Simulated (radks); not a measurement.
Results of a calculation; reference values are marked as such.
Initial-state core-level shifts of neutral strontium when its valence configuration changes from [Kr] 5s2. Code: a radial shooting solver on a logarithmic mesh with Libxc functionals. Model: scalar-relativistic Kohn-Sham, PBE, spin-unpolarised, spherical densities, point nucleus. Shifts are changes of the shell-averaged eigenvalues in eV (positive: less bound).

[
 {"valence": "5s1.5 5p0.5", "1s": "-0.691", "2p": "-0.690", "3s": "-0.690", "3d": "-0.690"},
 {"valence": "4d0.5 5s1.5", "1s": "+0.539", "2p": "+0.601", "3s": "+0.599", "3d": "+0.605"},
 {"valence": "5s1 5p1", "1s": "-1.353", "2p": "-1.351", "3s": "-1.352", "3d": "-1.351"},
 {"valence": "4d0.5 5s1 5p0.5", "1s": "-0.072", "2p": "-0.005", "3s": "-0.008", "3d": "-0.001"},
 {"valence": "4d1 5s0.5 5p0.5", "1s": "+0.342", "2p": "+0.465", "3s": "+0.462", "3d": "+0.475"},
 {"valence": "5p2", "1s": "-2.607", "2p": "-2.604", "3s": "-2.607", "3d": "-2.604"},
 {"valence": "4d1 5s1", "1s": "+0.870", "2p": "+0.983", "3s": "+0.981", "3d": "+0.993"},
 {"valence": "5s0.5 5p1.5", "1s": "-1.991", "2p": "-1.989", "3s": "-1.991", "3d": "-1.989"}
]
